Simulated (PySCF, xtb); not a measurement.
2-chloro-3-fluorobuta-1,3-diene (C₄H₄ClF), SMILES FC(C(Cl)=C)=C. Other conformers were not sampled.

Harmonic wavenumbers (cm⁻¹) from GFN2-xTB (xtb) at its own minimum, in rising order: 58, 219, 315, 327, 404, 428, 590, 679, 685, 721, 856, 873, 884, 921, 1072, 1236, 1356, 1377, 1640, 1678, 3120, 3139, 3159, 3182.

Task: What does PySCF with PBE-D3(BJ)/def2-SVP give at its own minimum? (Estimate from the structure and the level; the computed values follow.)

Result: 87, 244, 340, 349, 426, 455, 622, 681, 693, 728, 831, 839, 854, 919, 1085, 1283, 1324, 1358, 1611, 1674, 3110, 3122, 3221, 3236. Paired by order, the mean absolute difference is 24 cm⁻¹ and the zero-point energies are 41.3 and 41.6 kcal/mol.
